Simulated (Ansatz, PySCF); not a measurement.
C2H4F2OSi, SMILES FC1(F)OC[SiH2]1. Atoms are numbered in the order given.

```xyz
10

F      0.1982     1.4529    -1.0824
C      0.0250     0.6561     0.0000
F      0.1982     1.4529     1.0824
O     -1.2538     0.1181     0.0000
C     -1.0558    -1.3248     0.0000
Si     0.8447    -1.0985     0.0000
H     -1.5127    -1.7735    -0.8963
H     -1.5127    -1.7735     0.8963
H      1.5839    -1.4935    -1.2278
H      1.5839    -1.4935     1.2278
```

Geometry: B3LYP-D3(BJ)/def2-SVP. This is a generated structure with no PubChem entry under its InChIKey; it may be hypothetical.

Two levels are set side by side: PBE-D3(BJ)/def2-SVP (Ansatz, a first-principles code) and B3LYP-D3(BJ)/def2-SVP (Ansatz). Each level has its own optimised geometry; the coordinates shown are those of the second. Frequencies come from the Hessian of PySCF at each geometry. Differences are taken from unrounded values.

| quantity | B3LYP-D3(BJ) |
|---|---|
| mean bond length (Å) | 1.458 |
| bond F1–C2 (Å) | 1.355 |
| bond C2–F3 (Å) | 1.355 |
| bond C2–O4 (Å) | 1.387 |
| bond C2–Si6 (Å) | 1.937 |
| bond O4–C5 (Å) | 1.456 |
| bond C5–Si6 (Å) | 1.914 |
| bond C5–H7 (Å) | 1.102 |
| bond C5–H8 (Å) | 1.102 |
| bond Si6–H9 (Å) | 1.487 |
| bond Si6–H10 (Å) | 1.487 |
| highest harmonic wavenumber (cm⁻¹) | 3114 |
| mean harmonic wavenumber (cm⁻¹) | 1091 |
| zero-point energy (kcal/mol) | 37.43 |

Problem. What does PBE-D3(BJ) give, and how far is it from B3LYP-D3(BJ)? (An estimate is asked for; the answer gives what the named calculation found.)

Solution. 
```csv
quantity,PBE-D3(BJ),PBE-D3(BJ) minus B3LYP-D3(BJ)
mean bond length (Å),1.467,0.009
bond F1–C2 (Å),1.364,0.009
bond C2–F3 (Å),1.364,0.009
bond C2–O4 (Å),1.398,0.010
bond C2–Si6 (Å),1.946,0.010
bond O4–C5 (Å),1.462,0.005
bond C5–Si6 (Å),1.919,0.005
bond C5–H7 (Å),1.110,0.009
bond C5–H8 (Å),1.110,0.009
bond Si6–H9 (Å),1.501,0.014
bond Si6–H10 (Å),1.501,0.014
highest harmonic wavenumber (cm⁻¹),3046,-68
mean harmonic wavenumber (cm⁻¹),1054,-37
zero-point energy (kcal/mol),36.17,-1.25
```

GGA bonds tend to be longer and softer than those of functionals with exact exchange. Differences between two approximate levels are no errors against the true value.
